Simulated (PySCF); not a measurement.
## Dipole response of Pb (lead, neutral)

[Xe] 4f14 5d10 6s1 6p3, high-spin 5S determinant (an excited configuration). All numbers are calculated (PySCF 2.14, the spin-free X2C one-electron Hamiltonian (Gaussian nucleus), in aug-cc-pVQZ-DK3). Coupled (time-dependent) response in atomic units; α is the mean over directions.

```csv
method,mean α (bohr³),C₆ (like pair),S(−4)
UHF,55.03,649.9,890.4
```

S(−4) is the Cauchy moment in α(ω) = α(0) + S(−4) ω² + …

α(iu) at UHF:

| u (hartree) | α(iu) (bohr³) |
| --- | --- |
| 0 | 55.03 |
| 0.0500 | 52.91 |
| 0.100 | 47.62 |
| 0.200 | 34.98 |
| 0.300 | 25.23 |
| 0.500 | 14.57 |
| 0.750 | 8.892 |
| 1.00 | 6.215 |
| 1.50 | 3.730 |
| 2.00 | 2.558 |
| 3.00 | 1.436 |
| 5.00 | 0.6304 |

Spin-orbit coupling, which splits the p, d and f shells strongly at this Z, is absent. Spin-orbit coupling is strong in this species (close to jj coupling), so the high-spin LS determinant is a model state, not a physical level.
